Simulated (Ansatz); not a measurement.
Ansatz results at the PBE0-D4/def2-TZVP geometry: LUMO energy (PBE0/def2-TZVPP) -0.81 eV; HOMO–LUMO gap (PBE/def2-TZVPP) 4.11 eV; HOMO–LUMO gap (B3LYP/def2-TZVPP) 5.75 eV.

Each molecule was computed in one conformer, which needn't be the lowest.

Which molecule gave them?
A. `C[S][Ge]([F])([S]C)[S]C`
B. `C#[C][GeH3]`
C. `[F][GeH2][SH]`
D. `C[Se][GeH3]`

A. The others give `C[Se][GeH3]`: -0.19, 4.30, 5.80; `[F][GeH2][SH]`: -0.13, 5.58, 7.24; `C#[C][GeH3]`: 0.21, 6.23, 7.91.

B3LYP here is the variant with VWN-RPA as its local correlation; programs differ in this.
